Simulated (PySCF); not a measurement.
C₄H₇FO₂, SMILES C1[C@@H](O)C([C@@H]1O)F. Atoms are numbered in the order given.

```xyz
14

O     -1.6018    -0.2733     1.2175
C     -1.1383    -0.5058    -0.0914
C      0.0842    -1.4480    -0.0637
C      0.9963    -0.2072     0.0533
O      2.2062    -0.2810    -0.6428
C     -0.1671     0.6086    -0.5369
F     -0.4248     1.8589    -0.0061
H     -1.8490     0.6616     1.2703
H     -1.9627    -0.7607    -0.7824
H      0.2436    -1.9525    -1.0280
H      0.1078    -2.1777     0.7562
H      1.1251     0.0717     1.1144
H      2.7468     0.4845    -0.4092
H     -0.0741     0.6928    -1.6319
```

Geometry: B3LYP-D3(BJ)/def2-SVP. The structure was generated by enumeration; whether it is a known compound was not checked. The values are those of a single conformer.

Method: TDA-B3LYP/def2-SVPD run with PySCF.

Vertical excitations. The molecule is in vacuum.

| state | energy (eV) | λ (nm) | f | main pairs |
|---|---|---|---|---|
| S1 | 6.66 | 186 | 0.007 | HOMO→LUMO 90 % |
| S2 | 6.79 | 183 | 0.001 | HOMO→LUMO+1 94 % |
| S3 | 7.43 | 167 | 0.017 | HOMO→LUMO+2 77 %, HOMO−1→LUMO 12 % |
| S4 | 7.52 | 165 | 0.006 | HOMO−1→LUMO 38 %, HOMO→LUMO+3 30 %, HOMO→LUMO+2 20 %, HOMO−1→LUMO+1 7 % |
| S5 | 7.54 | 165 | 0.008 | HOMO−1→LUMO+1 53 %, HOMO−1→LUMO 31 %, HOMO→LUMO+3 10 % |
| S6 | 7.74 | 160 | 0.003 | HOMO→LUMO+3 55 %, HOMO−1→LUMO+1 31 %, HOMO−1→LUMO 10 % |
| T1 | 6.43 | 193 | 0 | HOMO→LUMO 79 % |
| T2 | 6.57 | 189 | 0 | HOMO→LUMO+1 84 % |
Triplets are in the Tamm–Dancoff approximation.
